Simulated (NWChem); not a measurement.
System: CH3ClGeO; SMILES [Cl][GeH2][CH]=O

The following NWChem deck was run.

```
start job
memory heap 200 mb stack 900 mb global 1100 mb
geometry units angstroms noautoz
  O      0.182291    -2.637644     0.294933
  C      0.617633    -1.522901     0.372572
  Ge    -0.570476     0.040141    -0.019251
  Cl     0.619833     1.832136     0.242054
  H      1.684441    -1.319920     0.661663
  H     -1.739805     0.086898     0.973928
  H     -1.058597    -0.008697    -1.473643
end
basis spherical
  O library def2-svp
  C library def2-svp
  Ge library def2-svp
  Cl library def2-svp
  H library def2-svp
end
dft
  xc kt2
  iterations 150
  mulliken
end
task dft energy
```

The geometry was optimised at PBE0/def2-SVP.

**Question.** What results follow from this input? (KT2/def2-SVP.) Quantities: energy (Ha); highest occupied level (eV); orbital gap (eV); dipole (D).

**Answer.** 
```yaml
energy (Ha): -2665.54
highest occupied level (eV): -6.03
orbital gap (eV): 3.20
dipole (D): 0.29
```
